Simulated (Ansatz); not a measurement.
A short molecular-dynamics run on `F[CH2][AlH][I]`.

```yaml
crystal:
  periodic: [false, false, false]
  atoms:
    - {symbol: F, position_ang: [-0.745350, 1.552884, 0.715106]}
    - {symbol: C, position_ang: [0.157773, 0.498793, 0.791513]}
    - {symbol: Al, position_ang: [0.062559, -0.726004, -0.758301]}
    - {symbol: I, position_ang: [-1.567176, -0.289070, -2.553009]}
    - {symbol: H, position_ang: [-0.032202, -0.045671, 1.726669]}
    - {symbol: H, position_ang: [1.167250, 0.921186, 0.889120]}
    - {symbol: H, position_ang: [1.018247, -1.980017, -0.856998]}
basis:
  gaussian: {orbitals: def2-SVP}
hamiltonian: {xc: {name: revPBE}, dispersion: d3bjatm}
md: {timestep: 1 fs, n_steps: 20, ensemble: nvt_nose_hoover, temperature: 1500, initial_velocities: maxwell_boltzmann, seed: 117}
```

```sh
$ ansatz run in.yaml --threads 2 --pin off --events-out ev --progress --plain --max-ram 4352MiB
```

| step | time (fs) | potential energy (eV) | kinetic (eV) | T (K) | conserved (eV) |
| --- | --- | --- | --- | --- | --- |
| 0 | 0.0 | -18495.0702 | 0.9695 | 1500 | -18494.1007 |
| 1 | 1.0 | -18495.0279 | 0.9304 | 1440 | -18494.0975 |
| 2 | 2.0 | -18494.9128 | 0.8208 | 1270 | -18494.0920 |
| 3 | 3.0 | -18494.8044 | 0.7144 | 1105 | -18494.0901 |
| 4 | 4.0 | -18494.7356 | 0.6455 | 999 | -18494.0902 |
| 5 | 5.0 | -18494.7050 | 0.6144 | 951 | -18494.0907 |
| 6 | 6.0 | -18494.7013 | 0.6091 | 942 | -18494.0926 |
| 7 | 7.0 | -18494.6965 | 0.6020 | 931 | -18494.0951 |
| 8 | 8.0 | -18494.6628 | 0.5702 | 882 | -18494.0933 |
| 9 | 9.0 | -18494.6363 | 0.5495 | 850 | -18494.0879 |
| 10 | 10.0 | -18494.6888 | 0.5985 | 926 | -18494.0916 |
| 11 | 11.0 | -18494.7682 | 0.6711 | 1038 | -18494.0989 |
| 12 | 12.0 | -18494.7715 | 0.6767 | 1047 | -18494.0970 |
| 13 | 13.0 | -18494.7115 | 0.6214 | 961 | -18494.0928 |
| 14 | 14.0 | -18494.6444 | 0.5556 | 860 | -18494.0920 |
| 15 | 15.0 | -18494.5880 | 0.5001 | 774 | -18494.0916 |
| 16 | 16.0 | -18494.5500 | 0.4633 | 717 | -18494.0908 |
| 17 | 17.0 | -18494.5398 | 0.4530 | 701 | -18494.0915 |
| 18 | 18.0 | -18494.5462 | 0.4573 | 708 | -18494.0940 |
| 19 | 19.0 | -18494.5337 | 0.4440 | 687 | -18494.0955 |
| 20 | 20.0 | -18494.4881 | 0.4025 | 623 | -18494.0920 |

Velocities are drawn at the set temperature; a run this short doesn't reach equilibrium.

Frames (Å, forces in eV/Å):

```xyz
7
time=0.0 fs
F    -0.745    1.553    0.715   -0.374    0.389   -0.086
C     0.158    0.499    0.792   -0.286    0.122   -0.269
Al    0.063   -0.726   -0.758    0.088   -0.083    0.028
I    -1.567   -0.289   -2.553   -0.202    0.047   -0.232
H    -0.032   -0.046    1.727   -0.004   -0.404    0.526
H     1.167    0.921    0.889    0.648    0.122    0.070
H     1.018   -1.980   -0.857    0.131   -0.193   -0.038
7
time=1.0 fs
F    -0.741    1.545    0.705   -0.424    0.469    0.029
C     0.163    0.498    0.805   -1.355   -0.944    0.366
Al    0.066   -0.716   -0.751    0.254   -0.482   -0.081
I    -1.569   -0.289   -2.554   -0.140    0.033   -0.172
H    -0.074   -0.106    1.748    0.436    0.455   -0.513
H     1.154    0.914    0.864    1.331    0.350    0.413
H     1.032   -2.003   -0.830   -0.103    0.118   -0.042
7
time=2.0 fs
F    -0.737    1.537    0.695   -0.455    0.528    0.147
C     0.168    0.496    0.818   -1.918   -1.620    0.673
Al    0.069   -0.707   -0.744    0.384   -0.831   -0.173
I    -1.570   -0.289   -2.556   -0.078    0.022   -0.112
H    -0.111   -0.162    1.765    0.805    1.119   -1.139
H     1.154    0.910    0.843    1.557    0.399    0.658
H     1.045   -2.025   -0.804   -0.295    0.383   -0.055
7
time=3.0 fs
F    -0.733    1.530    0.686   -0.477    0.573    0.265
C     0.171    0.493    0.832   -1.744   -1.795    0.662
Al    0.073   -0.697   -0.737    0.472   -1.108   -0.254
I    -1.572   -0.289   -2.557   -0.016    0.012   -0.052
H    -0.140   -0.207    1.770    1.044    1.534   -1.371
H     1.168    0.910    0.828    1.155    0.201    0.826
H     1.055   -2.043   -0.778   -0.434    0.583   -0.076
7
time=4.0 fs
F    -0.729    1.523    0.676   -0.491    0.609    0.377
C     0.173    0.489    0.846   -1.065   -1.598    0.403
Al    0.077   -0.688   -0.730    0.519   -1.305   -0.330
I    -1.574   -0.289   -2.559    0.045    0.003    0.008
H    -0.160   -0.238    1.763    1.146    1.717   -1.302
H     1.194    0.912    0.821    0.366   -0.139    0.946
H     1.061   -2.056   -0.752   -0.520    0.713   -0.103
7
time=5.0 fs
F    -0.726    1.516    0.666   -0.497    0.634    0.477
C     0.174    0.484    0.861   -0.253   -1.178   -0.066
Al    0.081   -0.680   -0.723    0.529   -1.424   -0.405
I    -1.575   -0.290   -2.560    0.105   -0.004    0.068
H    -0.168   -0.252    1.743    1.104    1.658   -0.963
H     1.223    0.913    0.823   -0.433   -0.460    1.022
H     1.062   -2.062   -0.728   -0.556    0.774   -0.134
7
time=6.0 fs
F    -0.723    1.509    0.657   -0.494    0.648    0.562
C     0.174    0.477    0.876    0.500   -0.560   -0.770
Al    0.085   -0.672   -0.717    0.500   -1.472   -0.480
I    -1.577   -0.290   -2.562    0.166   -0.010    0.129
H    -0.166   -0.251    1.714    0.888    1.293   -0.315
H     1.248    0.909    0.834   -1.014   -0.668    1.041
H     1.058   -2.060   -0.705   -0.546    0.769   -0.166
7
time=7.0 fs
F    -0.720    1.503    0.648   -0.476    0.648    0.634
C     0.175    0.470    0.890    1.159    0.312   -1.763
Al    0.089   -0.664   -0.710    0.429   -1.454   -0.552
I    -1.578   -0.290   -2.563    0.226   -0.016    0.191
H    -0.155   -0.236    1.682    0.462    0.546    0.691
H     1.263    0.899    0.856   -1.308   -0.734    1.001
H     1.048   -2.051   -0.683   -0.492    0.698   -0.200
7
time=8.0 fs
F    -0.717    1.497    0.640   -0.439    0.635    0.695
C     0.177    0.463    0.902    1.661    1.330   -2.930
Al    0.093   -0.657   -0.704    0.310   -1.372   -0.614
I    -1.580   -0.290   -2.565    0.286   -0.020    0.252
H    -0.140   -0.217    1.656   -0.125   -0.483    1.919
H     1.266    0.882    0.887   -1.298   -0.649    0.912
H     1.034   -2.035   -0.664   -0.394    0.559   -0.234
7
time=9.0 fs
F    -0.715    1.492    0.631   -0.380    0.619    0.747
C     0.181    0.458    0.913    1.723    1.950   -3.719
Al    0.098   -0.651   -0.698    0.142   -1.226   -0.662
I    -1.581   -0.290   -2.566    0.343   -0.024    0.313
H    -0.126   -0.203    1.649   -0.619   -1.268    2.793
H     1.256    0.858    0.927   -0.958   -0.402    0.791
H     1.016   -2.014   -0.647   -0.252    0.351   -0.264
7
time=10.0 fs
F    -0.712    1.486    0.624   -0.295    0.610    0.792
C     0.185    0.453    0.920    1.025    1.538   -3.456
Al    0.103   -0.645   -0.692   -0.068   -1.024   -0.696
I    -1.583   -0.290   -2.568    0.397   -0.027    0.371
H    -0.119   -0.200    1.668   -0.710   -1.175    2.604
H     1.237    0.831    0.975   -0.279   -0.001    0.673
H     0.996   -1.990   -0.632   -0.070    0.078   -0.288
7
time=11.0 fs
F    -0.710    1.481    0.616   -0.185    0.604    0.832
C     0.191    0.451    0.924   -0.251    0.312   -2.278
Al    0.107   -0.639   -0.686   -0.304   -0.781   -0.726
I    -1.584   -0.290   -2.569    0.448   -0.029    0.428
H    -0.117   -0.209    1.713   -0.442   -0.341    1.448
H     1.216    0.804    1.029    0.596    0.477    0.601
H     0.974   -1.965   -0.620    0.138   -0.242   -0.305
7
time=12.0 fs
F    -0.708    1.477    0.609   -0.058    0.586    0.871
C     0.196    0.448    0.927   -1.378   -0.848   -0.942
Al    0.112   -0.634   -0.681   -0.539   -0.534   -0.760
I    -1.586   -0.290   -2.570    0.495   -0.029    0.481
H    -0.121   -0.221    1.771   -0.122    0.535    0.098
H     1.200    0.781    1.089    1.254    0.858    0.567
H     0.955   -1.942   -0.611    0.348   -0.570   -0.315
7
time=13.0 fs
F    -0.706    1.472    0.602    0.064    0.554    0.904
C     0.200    0.445    0.929   -1.708   -1.389    0.176
Al    0.116   -0.629   -0.676   -0.735   -0.338   -0.807
I    -1.587   -0.290   -2.572    0.539   -0.026    0.530
H    -0.125   -0.228    1.830    0.073    1.071   -0.933
H     1.196    0.767    1.154    1.243    0.974    0.449
H     0.938   -1.925   -0.605    0.523   -0.846   -0.320
7
time=14.0 fs
F    -0.704    1.468    0.596    0.165    0.509    0.923
C     0.203    0.440    0.931   -1.224   -1.319    1.127
Al    0.120   -0.624   -0.671   -0.850   -0.251   -0.870
I    -1.589   -0.290   -2.573    0.579   -0.022    0.576
H    -0.128   -0.224    1.881    0.135    1.265   -1.563
H     1.204    0.761    1.224    0.571    0.824    0.129
H     0.927   -1.915   -0.602    0.624   -1.007   -0.323
7
time=15.0 fs
F    -0.702    1.465    0.591    0.239    0.457    0.919
C     0.205    0.435    0.934   -0.424   -0.899    1.944
Al    0.124   -0.619   -0.667   -0.861   -0.311   -0.941
I    -1.590   -0.291   -2.574    0.616   -0.017    0.619
H    -0.131   -0.209    1.916    0.106    1.222   -1.865
H     1.217    0.764    1.295   -0.300    0.554   -0.348
H     0.921   -1.916   -0.602    0.625   -1.006   -0.328
7
time=16.0 fs
F    -0.700    1.461    0.585    0.287    0.405    0.887
C     0.207    0.428    0.939    0.266   -0.342    2.523
Al    0.127   -0.614   -0.663   -0.771   -0.512   -1.009
I    -1.591   -0.291   -2.575    0.649   -0.011    0.658
H    -0.132   -0.181    1.934    0.007    1.004   -1.887
H     1.228    0.772    1.363   -0.965    0.297   -0.839
H     0.921   -1.926   -0.605    0.528   -0.841   -0.332
7
time=17.0 fs
F    -0.698    1.458    0.581    0.312    0.363    0.825
C     0.208    0.422    0.945    0.724    0.273    2.712
Al    0.130   -0.609   -0.659   -0.613   -0.803   -1.063
I    -1.592   -0.291   -2.576    0.678   -0.006    0.693
H    -0.133   -0.145    1.933   -0.170    0.621   -1.601
H     1.229    0.783    1.422   -1.293    0.110   -1.231
H     0.927   -1.944   -0.611    0.362   -0.557   -0.334
7
time=18.0 fs
F    -0.695    1.454    0.576    0.318    0.336    0.734
C     0.211    0.416    0.954    1.012    0.949    2.366
Al    0.133   -0.605   -0.656   -0.431   -1.119   -1.093
I    -1.594   -0.291   -2.577    0.703   -0.001    0.726
H    -0.136   -0.102    1.918   -0.462    0.050   -0.925
H     1.219    0.795    1.470   -1.309    0.004   -1.477
H     0.936   -1.967   -0.621    0.170   -0.219   -0.330
7
time=19.0 fs
F    -0.692    1.451    0.572    0.309    0.328    0.615
C     0.214    0.410    0.965    1.209    1.662    1.431
Al    0.136   -0.601   -0.653   -0.262   -1.401   -1.095
I    -1.595   -0.291   -2.578    0.725    0.004    0.756
H    -0.143   -0.059    1.893   -0.900   -0.688    0.162
H     1.195    0.807    1.504   -1.065   -0.019   -1.551
H     0.947   -1.993   -0.634   -0.015    0.113   -0.318
7
time=20.0 fs
F    -0.690    1.449    0.568    0.289    0.342    0.476
C     0.218    0.406    0.977    1.243    2.229    0.185
Al    0.139   -0.597   -0.650   -0.129   -1.618   -1.072
I    -1.596   -0.291   -2.579    0.743    0.009    0.782
H    -0.159   -0.022    1.870   -1.391   -1.409    1.350
H     1.161    0.818    1.523   -0.586    0.048   -1.426
H     0.957   -2.017   -0.650   -0.168    0.399   -0.296
```

It took 26 s on 2 threads of an Arm Neoverse V2 on a shared host, with 0.38 GiB of host memory at the peak.
